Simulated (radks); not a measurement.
Mg I, 12 electrons, occupied as [Ne] 3s2. Calculated with a radial shooting solver on a logarithmic mesh with Libxc functionals: Dirac Kohn-Sham, PBE, spin-unpolarised, spherical densities, point nucleus.

Normalised radial functions P(r) = r R(r) (large component), r in bohr:

r	2s1/2
0.005375	0.1036
0.006888	0.1302
0.008826	0.1628
0.0114	0.2035
0.01461	0.2504
0.01872	0.3044
0.02399	0.3645
0.03074	0.4277
0.0394	0.4883
0.05049	0.5372
0.06522	0.5608
0.08357	0.5390
0.1071	0.4526
0.1372	0.2833
0.1759	0.0239
0.2254	-0.3116
0.2888	-0.6789
0.3731	-1.0139
0.478	-1.2087
0.6126	-1.2170
0.785	-1.0418
1.006	-0.7512
1.289	-0.4467
1.652	-0.2118
2.134	-0.0738
2.735	-0.0190
3.504	-0.0032
4.49	-0.0003
5.754	0.0000
7.374	0.0000
9.449	0.0000

2s1/2: eigenvalue -79.840 eV, 1 radial node at r = 0.179 bohr, <r> = 0.697 bohr, 90 % of the charge inside 1.11 bohr.
